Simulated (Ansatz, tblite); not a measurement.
Cost and result up the ladder for `COCCOCCOCCOCCCCCC[SeH]` (46 atoms). Charge 0, multiplicity 1. Geometry: PBE-D4/def2-SVP.

Cartesian coordinates in Å:
```
C -4.486 2.658 2.147
O -3.649 2.367 1.055
C -2.442 1.723 1.392
C -2.586 0.366 2.073
O -3.385 -0.479 1.273
C -3.612 -1.762 1.842
C -2.471 -2.760 1.645
O -2.392 -3.275 0.324
C -1.769 -2.446 -0.647
C -0.242 -2.477 -0.588
O 0.308 -1.732 0.495
C 0.587 -0.373 0.194
C 1.952 -0.174 -0.467
C 2.261 1.301 -0.746
C 3.665 1.566 -1.303
C 3.914 0.995 -2.702
C 5.316 1.255 -3.250
Se 6.792 0.390 -2.245
H -5.307 3.299 1.769
H -4.944 1.747 2.599
H -3.951 3.215 2.957
H -1.807 2.365 2.058
H -1.896 1.594 0.434
H -1.560 -0.046 2.238
H -3.044 0.477 3.088
H -3.830 -1.665 2.935
H -4.520 -2.167 1.348
H -1.498 -2.325 1.968
H -2.672 -3.638 2.298
H -2.083 -2.854 -1.632
H -2.142 -1.398 -0.586
H 0.084 -3.530 -0.453
H 0.170 -2.125 -1.565
H -0.217 0.073 -0.441
H 0.562 0.174 1.162
H 2.729 -0.610 0.196
H 1.987 -0.760 -1.412
H 1.497 1.715 -1.444
H 2.141 1.876 0.200
H 4.427 1.150 -0.608
H 3.844 2.663 -1.331
H 3.183 1.440 -3.417
H 3.719 -0.100 -2.714
H 5.408 0.942 -4.308
H 5.571 2.335 -3.205
H 6.389 -0.990 -2.625
```

Ansatz on 2 threads of AMD EPYC 7R13 on a shared host and a share (18 GiB) of an NVIDIA H100 80GB HBM3; xTB runs through tblite on one thread. Times are rough, summed over both states, and most runs start from the orbitals of an earlier one. r2SCAN0-D4/def2-TZVP serves as the yardstick here, not as an exact answer. The other state is a doublet.

The xTB rows come from tblite. Single mean-field runs in def2-TZVP are fitted with def2-universal-jkfit. HOMO above LUMO, or a gap near zero within one spin, warns that the state may not be the lowest or that an electron is smeared out.

Raw xTB energies of ions are shifted by several eV.

```json
{"level": "PBE-D4/def2-TZVP (with forces)", "functions": "743", "vertical IE (eV)": "7.10", "difference from r2SCAN0-D4/def2-TZVP (eV)": "-0.94", "remarks": "gap within one spin near zero (+1 doublet)"}
{"level": "GFN1-xTB", "functions": "133", "vertical IE (eV)": "12.89", "difference from r2SCAN0-D4/def2-TZVP (eV)": "4.86", "remarks": "–"}
{"level": "r2SCAN0-D4/def2-TZVP (with forces)", "functions": "743", "vertical IE (eV)": "8.04", "difference from r2SCAN0-D4/def2-TZVP (eV)": "0.00", "remarks": "–"}
{"level": "GFN2-xTB", "functions": "105", "vertical IE (eV)": "11.95", "difference from r2SCAN0-D4/def2-TZVP (eV)": "3.92", "remarks": "–"}
{"level": "PBE0-D4/def2-TZVP", "functions": "743", "vertical IE (eV)": "7.91", "difference from r2SCAN0-D4/def2-TZVP (eV)": "-0.13", "remarks": "–"}
```

Q: Estimate how long each takes.

A: GFN2-xTB 0.15 s; GFN1-xTB 0.28 s; PBE-D4/def2-TZVP (with forces) 14 s; PBE0-D4/def2-TZVP 15 s; r2SCAN0-D4/def2-TZVP (with forces) 20 s. On shared hardware such times vary by a factor of up to 3.
